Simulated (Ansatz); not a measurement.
A nudged elastic band was laid between two geometries of BH₃S₃ (7 atoms, charge 0, multiplicity 1).

These are results of Ansatz 0.2.0, RKS PBE0-D4/def2-SVP, not measurements.

* movable images: 5
* climbing image: yes
* spring: 5.0 eV/Å²
* optimiser: quadratic models (default)
* start path: through a guess of the saddle point
* force threshold: 0.05 eV/Å
* iteration limit: 10
* end points: relaxed

Initial state:

```xyz
7
Properties=species:S:1:pos:R:3
S -1.502 1.397 0.412
B -0.178 0.184 0.194
S 0.599 -0.385 1.725
S 0.249 -0.340 -1.482
H -1.851 1.494 -0.889
H 1.550 -1.163 1.169
H 1.195 -1.255 -1.176
```

Final state:

```xyz
7
Properties=species:S:1:pos:R:3
S -1.373 1.223 0.246
B -0.004 0.043 0.325
S 0.621 -0.293 1.990
S 0.767 -0.801 -1.076
H -1.551 1.207 -1.091
H 1.581 -1.172 1.629
H 0.020 -0.275 -2.070
```

**Question.** What changes between the two ends?

**Answer.** No bond is made or broken. The dihedral S1–B2–S4–H7 goes from -177 to 0°. The two ends are copies of one structure, up to a mirror image or an exchange of like atoms.

**Question.** Give the energies along the band, and the barrier.

**Answer.** It did not converge within its limit. The highest image is number 3 of 0 to 6, 0.290 eV above the ends, which have the same energy within 2 meV. The band didn't meet its force threshold, so its energies are provisional: the largest band force was still 0.39 eV/Å, and over the last iterations the top moved between 0.29 and 0.33 eV.

```tsv
image	path coordinate (Å)	energy (eV)	dihedral S1–B2–S4–H7 (°)
0	0.00	0.000	-177
1	0.54	0.034	158
2	1.09	0.186	127
3	1.63	0.290	93
4	2.18	0.193	59
5	2.72	0.033	25
6	3.27	0.000	0
```

Time of the run: 4.1 min on 1 CPU thread of a shared host.
